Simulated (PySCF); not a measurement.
Computed shifts of a molecule C5H5F, B3LYP/pcSseg-1 run with PySCF, GIAO, gas phase, atoms alike by connectivity averaged where their shifts nearly agree, in ppm (number of nuclei): ¹³C: 232.8 (1), 174.1 (1), 102.2 (1), 98.7 (1), 88.7 (1). ¹⁹F: -109.3 (1). ¹H: 6.14 (1), 5.83 (2), 5.24 (1), 4.91 (1). References: ¹³C against TMS (σ = 181.3 ppm); ¹⁹F against CFCl3 (σ = 161.7 ppm); ¹H against TMS (σ = 31.68 ppm), references at their B3LYP-D3(BJ)/def2-TZVP geometries, non-relativistic. Geometry optimised at PBE-D3(BJ)/def2-SVP. One conformer was computed; it need not be the lowest.

Q: Which molecule gave these data?
A. C=C=CC(=C)F
B. C#C[C@H](F)C=C
C. CC#C/C=C\F
D. C#CC/C=C/F

A: A, C=C=CC(=C)F
